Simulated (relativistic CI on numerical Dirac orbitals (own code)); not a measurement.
**Radial parameters of Hg XXVI**

Method of calculation: Dirac-Coulomb-Breit CI, KLI orbitals optimised for each configuration, a model potential for QED, unscaled Slater integrals (own radial code, finite nucleus).

Slater integrals F^k, G^k are unscaled and averaged over j, outside the closed core [Ar] 3d10 4d10; ζ comes from projecting the Hamiltonian with its Breit term on Σ l·s of the shell.

- 4s2 4p6 4f9: F^2(4f,4f) = 246120, F^4(4f,4f) = 159420, F^6(4f,4f) = 116240, ζ(4f) = 11193 cm⁻¹; <r>(4f) = 0.4198, <r^2>(4f) = 0.204 (bohr units).
- 4s2 4p6 4f8 5s: F^2(4f,4f) = 248790, F^4(4f,4f) = 161250, F^6(4f,4f) = 117620, ζ(4f) = 11465, G^3(4f,5s) = 36777 cm⁻¹; <r>(4f) = 0.416, <r^2>(4f) = 0.2002, <r>(5s) = 0.7483, <r^2>(5s) = 0.6236 (bohr units).
- 4s2 4p6 4f7 5s2: F^2(4f,4f) = 251650, F^4(4f,4f) = 163240, F^6(4f,4f) = 119110, ζ(4f) = 11740 cm⁻¹; <r>(4f) = 0.4121, <r^2>(4f) = 0.1962 (bohr units).

Averages of the first 7 configurations, taken without configuration mixing, which lowers the lowest level and can move excited configurations by several eV; other configurations of the list can lie among them:

| Configuration | Parity | States | Average energy above the lowest level (eV) |
| --- | --- | --- | --- |
| 4s2 4p6 4f9 | odd | 2002 | 21.4 |
| 4s2 4p6 4f8 5s | even | 6006 | 114.6 |
| 4s2 4p6 4f7 5s2 | odd | 3432 | 218.0 |
| 4s2 4p5 4f10 | odd | 6006 | 540.5 |
| 4s2 4p6 4f8 6s | even | 6006 | 400.8 |
| 4s 4p6 4f10 | even | 2002 | 738.0 |
| 4p6 4f11 | odd | 364 | 1457.4 |
